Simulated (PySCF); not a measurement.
**How methods differ on the ionisation energy of Zn**

Zn [Ar] 3d10 4s2 (1S) → Zn⁺ [Ar] 3d10 4s1 (2S), as a difference of total energies. Computed with PySCF 2.14 in 6-31G* (5s4p2d1f, 34 functions), with no relativity, point nucleus. Correlated levels: valence: [Ar] frozen. The calculations carry no spin-orbit coupling.

```csv
method,ionisation energy (eV),difference from reference (eV)
UHF,7.401,-1.993
M06-2X,8.951,-0.443
r2SCAN,8.578,-0.816
MP2 (valence),8.231,-1.163
SCS-MP2 (valence),8.291,-1.103
CCSD (valence),8.445,-0.949
CCSD(T) (valence),8.484,-0.910
```

Reference: 9.394 eV (measured; NIST Atomic Spectra Database, ionization energies).

These non-relativistic numbers lack the scalar-relativistic shift.

Errors of the correlated levels include the incompleteness of this basis and the frozen core.
